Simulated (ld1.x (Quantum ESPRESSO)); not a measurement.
**Configuration tests for F (PAW)**

| Item | Value |
| --- | --- |
| Element | fluorine |
| Generator | ld1.x (Quantum ESPRESSO) 7.5 |
| Type | PAW |
| Functional | PBE |
| Relativity | scalar-relativistic |
| Frozen core | [He] |
| Valence charge | 7 |
| Reference configuration | 2s2 2p3 (charge +2) |
| Partial waves | 2s (bound): rcut 0.70, rcutus 0.80 bohr; 2s channel at -1.55 Ry: rcut 0.70, rcutus 0.80 bohr; 2p (bound): rcut 1.10, rcutus 1.50 bohr; 2p channel at -2.55 Ry: rcut 1.10, rcutus 1.50 bohr |
| Local potential | all-electron potential smoothed inside 1.05 bohr (lloc = -1) |
| Core correction | a·sin(br)/r model core inside 0.70 bohr |
| Augmentation charge | BESSEL, radius 0.60 bohr |

Energies are relative to the spin-unpolarised reference configuration 2s2 2p3; without spin polarisation the order of configurations can differ from experiment.

(1) Give the all-electron excitation energy and the error of the potential for: 2s2 2p5; 2s2 2p4; 2s2 2p2; 2s1 2p5; 2s1 2p6; 2s2 2p5.3; 2s2 2p1.

Levels in the configuration 2s2 2p5:

```
level  all-electron (eV)  pseudo (eV)
   2s            -29.900      -29.885
   2p            -11.112      -11.117
```

Results:

(1)

```tsv
valence configuration	charge	ΔE all-electron (eV)	error AE − PS (meV)
2s2 2p5	0	-57.775	+4.5
2s2 2p4	+1	-38.385	+0.6
2s2 2p2	+3	60.638	-7.4
2s1 2p5	+1	-19.282	+22
2s1 2p6	0	-38.961	+30
2s2 2p5.3	-0.3	-60.445	+6.6
2s2 2p1	+4	146.440	-27
```
